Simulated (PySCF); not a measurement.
**Which determinant of SiPb lies lowest?**

Unrestricted PBE0; Si cc-pV(D+d)Z, Pb cc-pVDZ-PP with ECP60; scalar-relativistic core potentials (PySCF 2.14). Outer shells of the fragments: Si 3s2 3p2; Pb 5d10 6s2 6p2.

Followed along the bond (rough minima from three points):

```tsv
2Ms+1	unpaired	⟨S²⟩ at the start	R at minimum (Å)	Te (eV)
3	π ↑↑	2.00	2.59	0.00
1	π ↑↓	1.01	2.60	0.19
3	σ ↑, π ↑	2.02	2.48	0.25
1	σ ↓, π ↑	1.01	2.47	0.43
1	none	0.00	2.62	0.77
```

Solutions found at the starting distance of 2.510 Å, counted from the lowest of them; the search is not exhaustive and high or unbound solutions are not listed, so other states can lie among these:

| 2Ms+1 | unpaired | term | E (eV) | ⟨S²⟩ | ⟨Lz²⟩ | μ (D) |
| --- | --- | --- | --- | --- | --- | --- |
| 3 | π ↑↑ | ³Σ⁻ | 0.00 | 2.00 | 0.00 | 1.50 |
| 1 | π ↑↓ | mixed | 0.20 | 1.01 | 2.01 | 1.46 |
| 3 | σ ↑, π ↑ | ³Π | 0.22 | 2.02 | 1.00 | 1.54 |
| 1 | σ ↓, π ↑ | mixed | 0.40 | 1.01 | 1.01 | 1.52 |
| 1 | none | mixed | 0.79 | 0.00 | 2.00 | 1.26 |
| 5 | σ ↑, π ↑↑↑ | ⁵Π | 1.17 | 6.00 | 1.00 | 0.98 |
| 3 | σ ↑, π ↑↑↓ | mixed | 1.67 | 3.02 | 3.02 | 0.96 |
| 3 | σ ↓, π ↑↑↑ | mixed | 1.74 | 3.02 | 1.00 | 1.03 |
| 3 | π ↑↑ | mixed | 2.22 | 2.01 | 2.01 | 0.66 |
| 5 | π ↑↑↑↑ | ⁵Σ⁺ | 3.70 | 6.01 | 0.00 | -0.30 |

A term symbol is given only where ⟨S²⟩ and ⟨Lz²⟩ are close to those of a pure state; real π, δ and φ orbitals otherwise mix terms. A positive dipole means Si(−)Pb(+).

These are scalar-relativistic numbers at best; spin–orbit coupling would shift them, the dissociation energy most.
